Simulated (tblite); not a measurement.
Compound: C₂H₁₁BNPSi.
Bonds: B1–P2, P2–Si3, Si3–N4, N4–C5, N4–C6. Hydrogens: H7, H8 on B1; H9 on P2; H10, H11 on Si3; H12, H13, H14 on C5; H15, H16, H17 on C6.

Computed with GFN2-xTB (tblite), gas phase: Langevin dynamics at 200 K from the optimised GFN2-xTB geometry, time step 0.5 fs, friction 0.01 fs⁻¹, 2000 steps. The instantaneous temperature is 2·E(kin)/(3Nk) with all 3N coordinates.

```tsv
t (fs)	T (K)	E(pot) above start (eV)	B1–P2 (Å)	P2–Si3 (Å)	Si3–N4 (Å)	N4–C5 (Å)	N4–C6 (Å)	B1–H7 (Å)	B1–P2–Si3–N4 (°)
0	173	0.000	1.824	2.228	1.715	1.441	1.443	1.171	-166
25	136	0.286	1.800	2.289	1.704	1.460	1.427	1.136	-168
50	158	0.339	1.825	2.214	1.738	1.471	1.453	1.141	-175
75	176	0.350	1.817	2.242	1.669	1.433	1.429	1.141	178
100	178	0.279	1.842	2.246	1.738	1.438	1.491	1.152	177
125	160	0.448	1.839	2.195	1.678	1.419	1.468	1.162	174
150	172	0.337	1.849	2.254	1.738	1.446	1.489	1.164	170
175	173	0.378	1.833	2.294	1.677	1.401	1.436	1.188	166
200	206	0.377	1.805	2.171	1.723	1.455	1.507	1.189	166
225	211	0.313	1.860	2.247	1.682	1.445	1.441	1.177	172
250	218	0.424	1.838	2.272	1.767	1.445	1.425	1.174	174
275	220	0.453	1.801	2.212	1.720	1.431	1.398	1.208	172
300	223	0.433	1.863	2.223	1.744	1.460	1.432	1.191	168
325	188	0.529	1.799	2.309	1.714	1.477	1.427	1.204	165
350	215	0.497	1.827	2.183	1.732	1.480	1.424	1.193	155
375	260	0.500	1.828	2.221	1.730	1.453	1.421	1.182	154
400	259	0.483	1.835	2.240	1.739	1.438	1.451	1.174	156
425	245	0.553	1.826	2.194	1.735	1.428	1.472	1.190	158
450	177	0.582	1.831	2.296	1.732	1.415	1.490	1.184	166
475	198	0.430	1.848	2.182	1.722	1.430	1.496	1.193	167
500	290	0.391	1.785	2.220	1.710	1.450	1.433	1.198	157
525	260	0.452	1.819	2.312	1.726	1.489	1.427	1.176	145
550	256	0.442	1.843	2.143	1.708	1.478	1.422	1.175	129
575	287	0.504	1.804	2.324	1.715	1.457	1.480	1.174	119
600	242	0.526	1.908	2.260	1.725	1.445	1.500	1.176	115
625	214	0.371	1.849	2.218	1.683	1.449	1.444	1.158	118
650	182	0.485	1.857	2.285	1.702	1.478	1.472	1.170	120
675	261	0.387	1.849	2.248	1.672	1.487	1.460	1.162	114
700	256	0.322	1.809	2.236	1.750	1.464	1.436	1.160	114
725	126	0.499	1.813	2.244	1.705	1.416	1.423	1.136	111
750	225	0.390	1.801	2.194	1.712	1.476	1.472	1.150	112
775	164	0.447	1.812	2.250	1.689	1.471	1.466	1.160	116
800	186	0.442	1.877	2.241	1.701	1.470	1.449	1.143	119
825	166	0.452	1.797	2.234	1.714	1.426	1.453	1.170	122
850	222	0.326	1.847	2.256	1.710	1.441	1.451	1.142	122
875	217	0.322	1.860	2.232	1.713	1.456	1.465	1.130	120
900	248	0.340	1.782	2.303	1.696	1.462	1.452	1.151	124
925	184	0.328	1.895	2.202	1.742	1.454	1.435	1.173	127
950	174	0.337	1.782	2.247	1.752	1.442	1.425	1.161	127
975	177	0.364	1.931	2.282	1.709	1.455	1.429	1.146	127
1000	169	0.272	1.796	2.220	1.721	1.480	1.457	1.154	119
```

**Question.** From 500 fs on, how do temperature and potential energy compare with equipartition?

**Answer.** The mean temperature of these 21 frames is 215 K against the target 200 K, and the mean potential energy 0.40 eV against 45 × kT/2 = 0.39 eV for 45 classical harmonic modes. For 17 atoms in a canonical ensemble the temperature itself scatters by T·√(2/(3N)) = 40 K; here its standard deviation is 44 K. The whole run lasts only 10 friction times of 100 fs, so these averages carry a wide statistical error.

**Question.** What are the kinetic and total energies of the listed frame with the highest potential energy?

**Answer.** The one at 450 fs, 0.582 eV above the start. Its kinetic energy is 3NkT/2 = 0.390 eV at 177 K, so the sum is 0.97 eV; over the listed frames the sum runs from 0.38 to 1.14 eV, since the thermostat adds and removes energy.

**Question.** How much do the listed bonds fluctuate from 500 fs on?

**Answer.** 
| bond | at the start (Å) | mean (Å) | standard deviation (Å) |
| --- | --- | --- | --- |
| B1–P2 | 1.824 | 1.834 | 0.042 |
| P2–Si3 | 2.228 | 2.245 | 0.041 |
| Si3–N4 | 1.715 | 1.712 | 0.020 |
| N4–C5 | 1.441 | 1.459 | 0.019 |
| N4–C6 | 1.443 | 1.450 | 0.021 |
| B1–H7 | 1.171 | 1.160 | 0.016 |

The motion is classical and holds no zero-point motion.

The cost below is that of the whole dynamics run. Time: 14 s wall; peak memory 0.18 GiB. Hardware: an Arm Neoverse V1 with one thread, shared host with 32 logical CPUs at a one-minute load of 9.6.
